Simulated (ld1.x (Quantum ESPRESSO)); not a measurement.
# Scattering properties, RRKJ potential for Ir

ld1.x (Quantum ESPRESSO) 7.5 input, shortened:

```
&input
   title='Ir', zed=77., rel=2, dft='PZ', iswitch=3,
   config='[Xe] 4f14 5d7 6s2 6p0', rel_dist='average'
 /
 &inputp
   pseudotype=2, tm=.false., lloc=0,
   nlcc=.true., rcore=0.70
 /
3
5P  2  1   6.00   0.00  1.45  1.45  0.0
5D  3  2   7.00   0.00  2.10  2.10  0.0
6S  1  0   2.00   0.00  1.75  1.75  0.0
 &test
   configts(1)='5p6 5d7 6s2 6p0'
 /
```

Open shells are filled in proportion to 2j + 1 (rel_dist='average').

The phase is arctan(r·u′/u) with u = r·R(r), unwrapped; energies in Ry, scanned from -6 to 5 Ry. A pole is an energy at which the radial function vanishes at the test radius. The pseudo phase is shifted by a multiple of π to meet the all-electron one at the reference energy, and phase errors are pseudo minus all-electron; the curves can meet again beyond the range given. Levels narrower than the energy grid can be missing from the lists of poles.

| channel | radius (bohr) | reference energy (Ry) | poles, all-electron | poles, pseudo | unbroken range about the reference energy with phases within 0.05 rad | phase error 1 Ry above the reference energy (rad) |
| --- | --- | --- | --- | --- | --- | --- |
| s | 2.31 | -0.48 | 3.21 | 0.92, 4.92 | below 0.1 | -0.129 |
| p1/2 | 2.31 | -4.77 | -4.68, 4.74 | -4.68 | below -1.3 | +0.006 |
| p3/2 | 2.31 | -3.76 | -3.59 | -3.59 | below -0.6 | +0.007 |
| d3/2 | 2.31 | -0.60 | 0.12 | 0.14 | below 2.0 | +0.009 |
| d5/2 | 2.31 | -0.51 | 0.29 | 0.32 | below 2.2 | +0.009 |

Phases in the p1/2 channel:

```
E (Ry)  all-electron  pseudo
 -6.00         1.357   1.360
 -5.48         1.322   1.326
 -4.96         1.055   1.065
 -4.44        -1.699  -1.696
 -3.92        -1.762  -1.757
 -3.40        -1.794  -1.786
 -2.88        -1.824  -1.812
 -2.36        -1.858  -1.840
 -1.84        -1.901  -1.873
 -1.32        -1.962  -1.916
 -0.80        -2.057  -1.975
 -0.28        -2.225  -2.061
  0.24        -2.575  -2.201
  0.76        -3.283  -2.453
  1.28        -3.968  -2.926
  1.80        -4.298  -3.570
  2.32        -4.460  -4.029
  2.84        -4.553  -4.272
  3.36        -4.614  -4.409
  3.88        -4.658  -4.493
  4.40        -4.693  -4.551
  4.92        -4.722  -4.593
```
